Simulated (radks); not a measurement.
The numbers below are computed, except where a source is named.
Question: Successive ionisation energies (eV) of one element, from differences of total energies of ions in their ground configurations, starting at charge 44: 2238.4, 2294.1, 2349.1, 2492.0, 2552.6, 4560.5, 4692.3, 4825.0, 4958.4, 5092.3, 5266.4, 5405.8, 5546.2, 5687.2, 5828.6, 6215.2, 6335.6, 6454.1, 6611.1, 6734.1, 6855.0, 7105.1. Level of theory: non-relativistic Kohn-Sham, PBE, spin-polarised, spherical densities, point nucleus; open shells are filled with parallel spins first (spin-orbit coupling, left out, can overturn this in heavy ions); relativity is left out, which matters for an element this heavy (a radial shooting solver on a logarithmic mesh with Libxc functionals). Which element is it?

Answer: Iridium (Z = 77). The first species listed is Ir44+ in [Ar] 3d10 4s2 4p3, the last Ir65+ in [Ne] 3s2.
